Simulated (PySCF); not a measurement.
**Polarisability and C₆ of Ni²⁺ (nickel, charge +2)**

[Ar] 3d8, high-spin 3F determinant. Computed with PySCF 2.14 in aug-cc-pwCVTZ-DK (10s9p7d4f3g, 127 functions), with the spin-free X2C one-electron Hamiltonian (Gaussian nucleus). Coupled (time-dependent) response in atomic units; α is the mean over directions.

| method | mean α (bohr³) | C₆ (like pair) | S(−4) |
| --- | --- | --- | --- |
| TPSS | 3.374 | 9.553 | 6.267 |

S(−4) is the Cauchy moment in α(ω) = α(0) + S(−4) ω² + …

α(iu) at TPSS:

```
u (hartree)  α(iu) (bohr³)
          0          3.374
     0.0500          3.358
      0.100          3.313
      0.200          3.153
      0.300          2.939
      0.500          2.503
      0.750          2.067
       1.00          1.744
       1.50          1.298
       2.00          1.004
       3.00         0.6545
       5.00         0.3445
```

For an ion, C₆ is the dispersion term alone; charge-induced terms of lower order in 1/R come first.
